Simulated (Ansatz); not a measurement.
System: C₄H₁₀Be (charge 0, singlet). 
Structure (B3LYP-D3(BJ)/def2-TZVP (Ansatz, a first-principles code) minimum search):
```
Be
C 1 1.6870
H 2 1.0983 1 108.75
H 2 1.0983 3 104.55 1 116.02
C 2 1.5425 3 109.16 4 116.69
H 5 1.0928 2 111.62 3 63.36
H 5 1.0928 6 106.90 2 -122.32
H 5 1.0935 6 107.09 7 -114.49
C 1 1.6870 3 152.99 2 180.00
H 9 1.0983 1 108.75 3 -180.00
H 9 1.0983 10 104.55 1 -116.02
C 9 1.5425 10 109.16 11 -116.69
H 12 1.0928 9 111.62 10 -63.36
H 12 1.0928 13 106.90 9 122.32
H 12 1.0935 13 107.09 14 114.49
```
Charge 0, spin multiplicity 1.

Total electronic energies in hartree. Cores are frozen in the correlated levels unless marked. No spin-orbit coupling. Non-relativistic. CBS marks a two-point X^-3 extrapolation of the correlation energy; Hartree-Fock from the larger set.

```csv
level,program,energy (Eh)
PBE-D4/def2-TZVPD,Ansatz + dftd4,…
r2SCAN/def2-TZVPD,Ansatz,-173.12468
r2SCAN-D3(BJ)/def2-TZVPD,Ansatz + dftd3,-173.12738
PBE0/def2-TZVP,Ansatz,-173.01267
LC-wPBE-D3(BJ)/def2-TZVPD,Ansatz + dftd3,…
RPA@PBE/def2-QZVPP,Ansatz,…
MP2/def2-QZVPP,Ansatz,-172.79833
RI-MP2/def2-QZVPP,Ansatz,-172.79804
SCS-MP2/def2-TZVPP,Ansatz,-172.75062
SCS-MP2/def2-QZVPPD,Ansatz,-172.81598
CCSD/6-31G*,Ansatz,-172.54182
CCSD/def2-SVPD,Ansatz,-172.51062
CCSD/def2-TZVPPD,Ansatz,-172.79930
CCSD/def2-QZVPPD,Ansatz,-172.84625
"CCSD(T)/CBS(def2-TZVPPD,def2-QZVPPD)",Ansatz,-172.9091
```

Problem. What belongs in the gaps?

Solution. 
- PBE-D4/def2-TZVPD, energy (Eh): -172.98131
- LC-wPBE-D3(BJ)/def2-TZVPD, energy (Eh): -173.13820
- RPA@PBE/def2-QZVPP, energy (Eh): -173.34558
